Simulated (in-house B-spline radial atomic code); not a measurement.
Orbital energies and mean radii along the 54-electron series, configuration [Kr] 4d10 5s2 5p6. The effective charge is n√(-2ε), a non-relativistic measure. Computed with a B-spline radial code for spherical atoms: Dirac-Hartree-Fock, average of the configuration, finite nuclei.

```csv
ion,Z,energy of 4d3/2 (Eh),mean radius of 4d3/2 (bohr),energy of 4p3/2 (Eh),mean radius of 4p3/2 (bohr),effective charge of 4d3/2
Xe,54,-2.7113,0.86989,-5.9828,0.77311,9.3146
Cs+,55,?,?,?,?,?
Ba2+,56,-4.3531,0.79479,-7.9532,0.72273,11.802
La3+,57,-5.3052,0.76216,-9.0708,0.69985,13.029
Ce4+,58,?,?,?,?,?
Pr5+,59,-7.4449,0.70477,-11.543,0.65809,15.435
```

Question: Fill in the row of Cs+.

Answer: energy of 4d3/2 (Eh): -3.4856; mean radius of 4d3/2 (bohr): 0.83054; energy of 4p3/2 (Eh): -6.921; mean radius of 4p3/2 (bohr): 0.7471; effective charge of 4d3/2: 10.561.

Question: Fill in the row of Ce4+.

Answer: energy of 4d3/2 (Eh): -6.3368; mean radius of 4d3/2 (bohr): 0.73227; energy of 4p3/2 (Eh): -10.269; mean radius of 4p3/2 (bohr): 0.67834; effective charge of 4d3/2: 14.24.

Question: How does the screening of 4d3/2 change?

Answer: Z less the effective charge goes from 44.69 at Z = 54 to 43.57 at Z = 59.
